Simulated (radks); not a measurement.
Results of a calculation; reference values are marked as such.
Effect of the nuclear size on neutral germanium, [Ar] 3d10 4s2 4p2. Level of theory: Dirac Kohn-Sham, BLYP, spin-unpolarised, spherical densities, finite nucleus; open shells are shared between the two j in proportion to 2j + 1; Fermi nuclear charge, rms radius 4.0742 fm (a radial shooting solver on a logarithmic mesh with Libxc functionals). The rms radius is varied about that value; shifts are against it.

rms radius (fm)  total energy shift (eV)  density at nucleus (e/bohr^3)  1s1/2 shift (meV)  2s1/2 shift (meV)  3s1/2 shift (meV)  3p1/2 shift (meV)  4s1/2 shift (meV)
3.6546                           -0.0664                      3.195e+04              -28.2              -2.75             -0.410              0.040             -0.029
3.7442                           -0.0528                       3.19e+04              -22.4              -2.18             -0.326              0.032             -0.023
4.0742                                 0                      3.173e+04              0.000              0.000              0.000              0.000              0.000
4.2901                            0.0368                      3.163e+04               15.6               1.52              0.227             -0.022              0.016
4.9502                             0.160                      3.134e+04               68.0               6.63              0.990             -0.097              0.069

Slopes of the eigenvalues against <r^2> in GHz/fm^2, as finite differences over the two radii next to the reference (eigenvalue slopes, not the field-shift constants of lines): 1s1/2 2100, 2s1/2 204, 3s1/2 30.5, 3p1/2 -3.00, 4s1/2 2.13.
